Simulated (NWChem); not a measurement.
System: CH6AuN; SMILES [CH3][Au]<-[NH3]

```xyz
9

Au     0.0000     0.0000     0.0424
C      0.0000     0.0000     2.0632
H     -1.0308     0.0129     2.4546
H      0.5266     0.8862     2.4546
H      0.5042    -0.8991     2.4546
N      0.0000     0.0000    -2.1464
H      0.6811     0.6605    -2.5214
H     -0.9126     0.2595    -2.5214
H      0.2315    -0.9201    -2.5214
```
Atoms are numbered in this order, from 1.

Level: PBE0/def2-SVP with def2 effective core potentials on Au (NWChem), optimised geometry, unscaled harmonic frequencies. def2 effective core potentials on Au; no spin-orbit coupling.

| frequency (cm⁻¹) | IR intensity (km/mol) |
|---|---|
| 22 | 0.0 |
| 155 | 7.7 |
| 155 | 7.7 |
| 366 | 9.7 |
| 584 | 9.7 |
| 590 | 8.3 |
| 590 | 8.3 |
| 792 | 33.2 |
| 792 | 33.2 |
| 1191 | 125.5 |
| 1220 | 3.7 |
| 1434 | 0.1 |
| 1434 | 0.1 |
| 1630 | 21.4 |
| 1630 | 21.4 |
| 3037 | 31.0 |
| 3139 | 10.6 |
| 3139 | 10.6 |
| 3501 | 8.6 |
| 3627 | 45.6 |
| 3627 | 45.6 |

```yaml
zero_point_energy: 46.7 kcal/mol
thermal correction to the enthalpy at 298.15 K (with zero-point energy): 51.0 kcal/mol
heat capacity Cv: 18.5 cal/(mol K)
entropy at 298.15 K and 1 atm (symmetry number 3): 78.1 cal/(mol K)
```

Rigid rotor and harmonic oscillator; modes under 100 cm⁻¹ make the entropy uncertain.
